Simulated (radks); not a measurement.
Effect of the nuclear size on the oxygen ion O3+, [He] 2s2 2p1. Method: Dirac Kohn-Sham, relativistic LDA (MacDonald-Vosko exchange, VWN5 correlation), spin-unpolarised, spherical densities, finite nucleus; open shells are shared between the two j in proportion to 2j + 1; Fermi nuclear charge, rms radius 2.6991 fm; computed with a radial shooting solver on a logarithmic mesh with Libxc functionals. The rms radius is varied about that value; shifts are against it.

rms radius (fm)  total energy shift (eV)  density at nucleus (e/bohr^3)  1s1/2 shift (meV)
2.3536                        -0.0000921                          323.5             -0.035
2.5156                        -0.0000504                          323.4             -0.019
2.6991                                 0                          323.3              0.000
2.8907                         0.0000563                          323.2              0.021
3.193                           0.000153                            323              0.058

Slopes of the eigenvalues against <r^2> in GHz/fm^2, as finite differences over the two radii next to the reference (eigenvalue slopes, not the field-shift constants of lines): 1s1/2 4.85.
